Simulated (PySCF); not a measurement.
Compound: CH₆Cl₂GaN.
Bonds: N1–Ga2, Ga2–C3, C3–Cl4, C3–Cl5. Hydrogens: H6, H7, H8 on N1; H9, H10 on Ga2; H11 on C3.

Level of theory: PBE0-D3(BJ)/def2-SVP geometry optimisation, gas phase in PySCF 2.14.0.

How far are the bound atoms from Ga2?

4 atoms: H9 1.571 Å, H10 1.576 Å, C3 2.028 Å, N1 2.123 Å. The nearest atom not counted as bound is H7, at 2.58 Å.

List the angles at Ga2.

```
     angle  degrees  distance of the outer atoms (Å)
H9–Ga2–H10    123.3                             2.77
C3–Ga2–H10    114.8                             3.05
 C3–Ga2–H9    113.2                             3.02
N1–Ga2–H10    102.8                             2.91
 N1–Ga2–H9    100.5                             2.86
 N1–Ga2–C3     96.0                             3.09
```

Describe the arrangement about Ga2 in numbers.

Angles from 96.0° to 123.3°; τ4 = (360° − α − β)/141° = 0.87 with α and β the two widest (0 for a square, 1 for a tetrahedron).

What are the other bond lengths?

C3–Cl4 1.784 Å; C3–Cl5 1.813 Å; N1–H6, N1–H7, N1–H8 1.022 Å; C3–H11 1.097 Å.

Give some angles away from the centre.

Ga2–C3–Cl4 108.4°, Ga2–C3–Cl5 111.3°, Cl4–C3–Cl5 110.5°.

What are the rotational constants (commonest isotopes, rigid rotor)?

A = 2343, B = 1414, C = 920.0 MHz: an asymmetric top.

Point group: C1 (no symmetry element, even within 0.4 Å). Charge 0, singlet. No frequency check.

On Arm Neoverse V1, one thread, on a shared host, this took 3.2 min and 0.52 GiB of memory at its peak. That covers the optimisation of the geometry.

Shape of the structure used: `[NH3+:1][GaH2-:2][CH:3]([Cl:4])[Cl:5]`: N1–Ga2–C3–Cl4 -159°.

One conformer stands for the species.
